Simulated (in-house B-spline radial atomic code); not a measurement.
Atomic self-consistent-field run: the cobalt ion Co⁺ (an excited or competing configuration). Level of theory: scalar-relativistic (X2C) wB97X, spin-polarised, spherical fractional occupations, exact exchange averaged over the configuration, Fermi nucleus of rms radius 3.7875 fm; calculated with a radial B-spline atomic code at the basis-set limit.

Command:
```bash
python run_scf.py task.json out
```
Settings (nuclear radius in fm, mass in u):
```
Z                27
configuration    [Ar] 3d7 4s1
hamiltonian      x2c
method           wb97x
spin_polarised   True
nucleus          fermi
rms_radius       3.7875
atomic_mass      58.93319
speed_of_light   137.035999084
exact_exchange   averaged over the configuration
```

Output (hartree, bohr):
```
 radial grid: 82 intervals, B-splines of order 8, outer radius 60 bohr

 iter        energy (Eh)    residual
    1       -1383.428254    3.82e-01
    2       -1385.465224    5.40e-01
    3       -1392.748103    7.73e-02
    4       -1392.956038    3.28e-02
    5       -1392.976439    7.45e-03
    6       -1392.977257    4.34e-03
    7       -1392.977850    1.85e-03
    8       -1392.977957    3.44e-04
    9       -1392.977961    4.39e-05
   10       -1392.977961    2.51e-06
   11       -1392.977961    5.64e-07
   12       -1392.977961    1.61e-07

 total energy                     -1392.97796
 kinetic                            1413.7747
 electron-nucleus                  -3332.1009
 Hartree                             584.7768
 exact exchange                      -12.4986
 exchange-correlation                -46.9299

 orbital      occ     eigenvalue          <r>       <r^2>       <1/r>       r_max
 1s up      1.000      -280.4005    0.0558521  0.00420843      27.432     0.03641
 1s down    1.000      -280.3985     0.055852  0.00420841     27.4319     0.03641
 2s up      1.000       -33.8939       0.2551   0.0768946     5.87865       0.213
 2s down    1.000       -33.8314     0.254758    0.076671     5.88656      0.2128
 2p up      3.000       -29.0640     0.224959   0.0621732     5.70801       0.172
 2p down    3.000       -29.0135     0.224559   0.0619224     5.71549      0.1719
 3s up      1.000        -4.4267     0.772713    0.689456     1.84323      0.6692
 3s down    1.000        -4.2799     0.775833    0.695502     1.83342      0.6701
 3p up      3.000        -3.0388      0.81602    0.786255     1.68853      0.6798
 3p down    3.000        -2.8825     0.820291    0.795022       1.678      0.6811
 3d up      5.000        -0.8508      1.02121     1.36704      1.3141       0.669
 3d down    2.000        -0.7364      1.07781     1.54972     1.26955      0.6777
 4s up      1.000        -0.5900      2.59677     7.72581     0.49977       2.186
```

Cost of the run: 1.3 s on 1 thread of Intel(R) Xeon(R) Platinum 8259CL CPU @ 2.50GHz, on a shared host.

One-electron X2C: radii and densities carry no picture-change correction, so inner-shell <1/r> comes out high (for 1s by about 2 % at Z = 33, 5 % at 54, 10 % at 75, 30 % at 118) and <r> low.
